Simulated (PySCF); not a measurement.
System: sum formula H8Si3NO, charge 0, multiplicity 2. It need not be the lowest isomer of its formula. SMILES: O([SiH]N[SiH3])[SiH3]
Geometry from a B3LYP-D3(BJ)/def2-TZVP (Ansatz) optimisation:
```
N
H 1 1.0129
Si 1 1.7310 2 115.07
O 3 1.6458 1 111.47 2 -63.35
Si 4 1.6429 3 143.83 1 -0.34
Si 1 1.7384 2 114.98 3 174.70
H 6 1.4774 1 107.33 2 177.48
H 5 1.4779 4 108.35 3 162.75
H 5 1.4811 8 109.70 4 -120.47
H 5 1.4830 8 109.38 9 -119.32
H 6 1.4833 7 109.47 1 -121.81
H 6 1.4836 7 109.87 11 -117.86
H 3 1.4903 4 108.76 5 116.58
```
Charge 0, spin multiplicity 2.

Dispersion corrections to the total energy (kcal/mol) from the dftd3 and dftd4 libraries through PySCF: D3(BJ) without and D4 with the three-body term, each with the damping fitted for the functional named.

```tsv
functional	D3(BJ)	D4
r2SCAN	-2.24	…
B3LYP	-13.61	-12.73
CAM-B3LYP	-6.70	-6.97
revPBE	…	-21.98
PBE	-7.44	-7.89
BP86	-13.17	-10.95
B2PLYP	-6.78	…
```

Fill in the missing entries.


- r2SCAN, D4: -2.00
- revPBE, D3(BJ): -17.69
- B2PLYP, D4: -5.54
